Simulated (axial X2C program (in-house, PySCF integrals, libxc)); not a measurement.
**Correcting the dissociation energy of LiGa⁺ for spin–orbit coupling**

A spin-free PBE0 curve (one-electron X2C) was computed with an in-house relativistic program for diatomic molecules, basis Ga dyall-cv3z [9s9p7d4f1g], Li dyall-cv3z [7s8p2d] (cores contracted in-house), for the state M_S = 1/2, Λ = 0 (beyond evenly filled blocks: σα). It gives D0 = 1.267 eV to Ga + Li+, which in a spin-free picture are the weighted means of the ground terms.

Measured levels of the ground terms (NIST Handbook of Basic Atomic Spectroscopic Data), in cm⁻¹: Ga 2P: J = 1/2 at 0, J = 3/2 at 826.2; Li+ 1S: J = 0 at 0.

The molecular state has Λ = 0, so it has no first-order lowering.

(1) How far does each ground level lie under the (2J+1)-weighted mean of its term?

(2) Correct D0.

Second-order spin–orbit effects in the molecule, which grow quickly with Z, are left out. Occupations by symmetry block were frozen at the best pattern of an incomplete PBE0 search. De is counted from the lowest determinant-based energies of the atoms at the same level, without counterpoise correction.

Results:

(1) Ga: (2 × 0 + 4 × 826.2)/6 = 551 cm⁻¹; Li+: a single level, 0.

(2) D0 = 1.267 + (0 − 551)/8065.5 = 1.199 eV at PBE0 with these spin–orbit terms.
